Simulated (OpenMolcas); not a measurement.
O2+: CASPT2 settings compared

- Program: OpenMolcas
- Basis: ANO-R1 [3s2p1d]
- Scalar Hamiltonian: X2C, finite nucleus
- Active space: 2 electrons in 3 orbitals (2p)
- State averaging: 2S+1 = 3 even, 3 roots; 2S+1 = 1 even, 6 roots kept (CI in the orbitals of an earlier block)
- Spin-orbit coupling: RASSI with atomic mean-field integrals over the reference wave functions, term energies averaged over their components

Methods on the same reference wave functions:
A. CASSCF
B. SS-CASPT2, IPEA 0.75 Eh, imaginary shift 0.15 Eh (closed shells correlated: 1s 2s)
C. XMS-CASPT2, IPEA 0.2 Eh, imaginary shift 0.25 Eh (closed shells correlated: 2s)
D. XMS-CASPT2, IPEA 0.35 Eh, sigma1 regulariser 0.15 Eh (closed shells correlated: 1s 2s)

Energies in cm-1 above 2s2 2p2 3P0, the measured ground level; measured values from Moore, Selected Tables of Atomic Spectra, NSRDS-NBS 3, section 11.

```tsv
Level	A	B	C	D	Measured
2s2 2p2 3P0	0.0	0.0	0.0	0.0	0.0
2s2 2p2 3P1	111	111	111	111	113
2s2 2p2 3P2	328	328	328	328	
2s2 2p2 1D2	23148	21730	22110	22070	20273
2s2 2p2 1S0	57538	49780	50710	50450	43186
```

Deviations, from unrounded energies. A percentage is the sum of absolute deviations over the sum of measured energies, with the sign that they share, or ± where signs differ.

```json
{"Against measurement": "mean absolute deviation (cm-1)", "Levels": "3", "A": "5700", "B": "2700", "C": "3100", "D": "3000"}
{"Against measurement": "fine structure of the ground term (%)", "Levels": "1", "A": "-2.1", "B": "-1.8", "C": "-1.9", "D": "-1.9"}
{"Against measurement": "other terms of the ground configuration (%)", "Levels": "2", "A": "+27.1", "B": "+12.7", "C": "+14.7", "D": "+14.3"}
```

B lies closest to measurement on these levels and A furthest from it. The largest miss of B in the table is 2s2 2p2 1S0, by +6600 cm-1. The ranking rests on the paired levels alone, and a cruder setting can come out closer through cancelling errors.

Among B to D the level of the table that moves most is 2s2 2p2 1S0, by 930 cm-1 (lowest in B, highest in C). Moves below CASPT2's spread within the term are not significant.

From A to B the spin-free energies of the other terms of 2s2 2p2 shown, above 3P, scale by factors of 0.86 to 0.94.

The lowest spin-free term lies below A's lowest term by 0.053 hartree in B, 0.062 hartree in C, 0.062 hartree in D.

CASPT2 breaks the degeneracy within a term, and the mean is taken; among the terms shown or strongly mixed into the levels shown the widest spread is 360 cm-1 (2s2 2p2 1D, D). Terms from blocks run as CI alone lack orbitals of their own. With the s shell closed, the reference lacks s² → p² mixing. Some terms miss by over 15 % even with CASPT2, which points to a basis or an active space too small for the shells correlated (holds for B; C; D). Computed and measured levels are paired by configuration, term and J; levels that our copy of the source lacks, or whose pairing is in doubt (as where it misses far off the trend of its configuration), stay unpaired and out of the deviations. Only configurations of the active space appear.
